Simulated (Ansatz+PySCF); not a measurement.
Results of a calculation; reference values are marked as such.
Input for Ansatz (development build ahead of 0.2.0):

```yaml
crystal:
  periodic: [false, false, false]
  atoms:
    - { symbol: Mo, position_ang: [0.0, 0.0, 0.0] }
    - { symbol: "N", position_ang: [0.0, 0.0, 1.70144] }
basis:
  gaussian: { orbitals: def2-SVP }
magnetization:
  initial_magnetization: 3
hamiltonian:
  xc: pbe0
scf:
  omitted_lower_state_checks: [starts, atomic_configurations, cluster_reference, orbital_swaps, given_window_search, neighbouring_geometries, increment]
```

The input is written out in the form of the current development build from the run's settings. The basis set brings a core potential for Mo, so the total leaves out those core electrons.

Results

```yaml
Converged: yes
Total_energy: -122.73138 hartree
Spin_squared_of_the_determinant: 3.750
Stability_test: minimum among restricted orbitals
```

Caution: another spin multiplicity may lie lower.
